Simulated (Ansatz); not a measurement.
Isomers of Mg2Si5⁻ (doublet), found by a short tight-binding search and relaxed with PBE-D4/def2-SVPD in Ansatz.

Run but left out: HF/def2-SVPD, HF/def2-TZVPD, LC-ωPBE/def2-TZVPD, MP2/def2-SVPD, MP2/def2-TZVPD (A: ⟨S²⟩ 1.05 to 1.27, where a pure state has 0.75); CCSD/def2-SVPD, CCSD(T)/def2-SVPD (B: ⟨S²⟩ 1.93, where a pure state has 0.75).

A: At r2SCAN-D4/def2-TZVPD, PBE0-D4/def2-TZVPD the charge -1 doublet is spin-contaminated (final ⟨S²⟩ up to 0.94, 0.75 for a pure state).

Other spin states weren't relaxed.

A:

```xyz
7

Mg    1.9300    1.2943    1.0679
Mg    2.1009    0.0389   -1.5011
Si   -2.2064   -0.7255    0.2162
Si   -0.5380    0.9770   -0.7041
Si   -0.5746   -1.3207   -1.4870
Si    0.2771   -1.0613    0.7494
Si   -0.9891    0.7973    1.6587
```

B:

```xyz
7

Mg    1.362   -1.491    0.110
Mg   -1.495   -1.228   -0.586
Si   -1.978    1.239    0.354
Si    0.491   -0.695   -2.276
Si    1.776    0.886    1.275
Si   -0.402    0.191    1.711
Si    0.246    1.098   -0.587
```

**Question.** Estimate their order by electronic energy at PBE0-D4/def2-TZVPD, counted from the lowest.

**Answer.** A (0.0) < B (21.1), in kcal/mol.

**Question.** Do the other levels pick the same lowest one?

**Answer.** All that were run do. Energies above each level's lowest (kcal/mol):

| level | A | B |
| --- | --- | --- |
| PBE-D4/def2-TZVPD | 0.0 | 18.4 |
| r2SCAN-D4/def2-TZVPD | 0.0 | 19.8 |
| B97M-V/def2-TZVPD | 0.0 | 22.0 |
| PBE0-D4/def2-TZVPD | 0.0 | 21.1 |
Point groups (tolerance 0.1 Å): A not assigned, B Cs. Lower isomers may exist.
